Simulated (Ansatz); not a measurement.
`O/C=[CH]\[AlH2]` + H₂ → `C=[CH][AlH2]` + H₂O at 400 K and 1 bar (hydrogenolysis of a C–O bond).

Program: Ansatz. Geometries: PBE0-D4/def2-TZVP. ΔE: electronic, gas phase. CCSD(T)/CBS is the MP2 limit (def2-TZVPP, def2-QZVPP) plus CCSD(T) − MP2 in def2-TZVPP, frozen cores. This one scheme is used for every species. Each species was taken in one conformer, which may not be the lowest.

```json
{"species": "`O/C=[CH]\\[AlH2]`", "CCSD(T)/CBS energy (Eh)": "-396.26276", "H − E (kJ/mol)": "187.3", "S (J/(mol·K))": "334.4"}
{"species": "H₂", "CCSD(T)/CBS energy (Eh)": "-1.17544", "H − E (kJ/mol)": "38.0", "S (J/(mol·K))": "139.0"}
{"species": "`C=[CH][AlH2]`", "CCSD(T)/CBS energy (Eh)": "-321.08307", "H − E (kJ/mol)": "168.1", "S (J/(mol·K))": "312.7"}
{"species": "H₂O", "CCSD(T)/CBS energy (Eh)": "-76.37941", "H − E (kJ/mol)": "69.8", "S (J/(mol·K))": "198.6"}
```

H − E and S are ideal-gas, rigid-rotor, harmonic terms from PBE0-D4/def2-TZVP, for one conformer and one mirror image of each species. The MP2-based limit puts H₂ 0.8 mEh under its directly extrapolated value; such offsets cancel only in part. 1 Eh = 2625.50 kJ/mol, R = 8.31446 J/(mol·K).

Q: By hand: ΔE, ΔH, ΔS and ΔG.

A: ΔE = (-321.08307) + (-76.37941) − (-396.26276) − (-1.17544) = -0.02428 Eh = -63.7 kJ/mol. Δ(H − E) = 168.1 + 69.8 − 187.3 − 38.0 = 12.6, so ΔH = -51.1 kJ/mol. ΔS = 312.7 + 198.6 − 334.4 − 139.0 = 37.9 J/(mol·K). ΔG = -51.1 − 400 × (37.9)/1000 = -66.3 kJ/mol.

Q: By hand: the equilibrium constant, and the temperature at which ΔG would vanish if ΔH and ΔS stayed fixed.

A: log₁₀ K = −ΔG/(RT ln 10) = 8.7. ΔH and −TΔS have one sign here, so there is no such temperature.

ΔH outweighs TΔS. A doubt of 5 kJ/mol in ΔE shifts log₁₀ K by 0.7 here. Other conformers and mirror images would add mixing entropy, several J/(mol·K) or more a flexible species. These are equilibria of isolated gas molecules and say nothing of rates. Largest T1 diagnostic: 0.013 (customary marks: 0.02 for closed shells, 0.045 for open ones).
